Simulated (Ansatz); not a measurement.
Geometry optimisation, RHF/def2-SVP (Ansatz).

Input:

```yaml
crystal:
  periodic: [false, false, false]
  atoms:
    - { symbol: "N", position_ang: [-1.68944, 0.85203, -0.93525] }
    - { symbol: "Y", position_ang: [0.01201, 0.00751, -0.00667] }
    - { symbol: "N", position_ang: [0.53825, -1.99189, -0.43869] }
    - { symbol: "N", position_ang: [1.1664, 1.1527, 1.33671] }
    - { symbol: H, position_ang: [-2.20114, 0.4438, -1.71333] }
    - { symbol: H, position_ang: [-1.95567, 1.83341, -0.90806] }
    - { symbol: H, position_ang: [1.27106, -2.53026, 0.01562] }
    - { symbol: H, position_ang: [-0.04444, -2.66748, -0.92687] }
    - { symbol: H, position_ang: [1.97302, 0.83248, 1.86687] }
    - { symbol: H, position_ang: [0.92994, 2.06769, 1.70967] }
basis:
  gaussian: { orbitals: def2-SVP }
hamiltonian:
  xc: hf
relax:
  f_tol: 0.015
  max_steps: 40
```

Command:

```bash
$ ansatz run input.yaml --threads 1 --pin off --max-ram 2048MiB --backend cpu --events-out ev --progress --plain --runs-dir out
```

Where does it end, and by what steps?

The run converged. After 4 steps the energy has fallen by 0.214 eV; H8 moved furthest, 0.15 Å.

| step | energy less start (eV) | largest force component (eV/Å) | accepted |
| --- | --- | --- | --- |
| 0 | 0.0000 | 1.731 | yes |
| 1 | -0.0150 | 1.290 | yes |
| 2 | -0.2121 | 0.098 | yes |
| 3 | -0.2142 | 0.025 | yes |
| 4 | -0.2143 | 0.001 | yes |

```xyz
10
Properties=species:S:1:pos:R:3
N -1.697 0.911 -1.023
Y 0.000 0.000 0.001
N 0.521 -2.082 -0.392
N 1.177 1.171 1.416
H -2.311 0.476 -1.695
H -2.034 1.856 -0.926
H 1.277 -2.611 0.013
H 0.055 -2.720 -1.019
H 1.978 0.866 1.947
H 1.035 2.134 1.679
```

Whether the end is a true minimum wasn't checked by a vibrational analysis.

Run time: 14 s on 1 thread of Arm Neoverse V2, with other jobs on the host, peak memory 0.2 GiB.
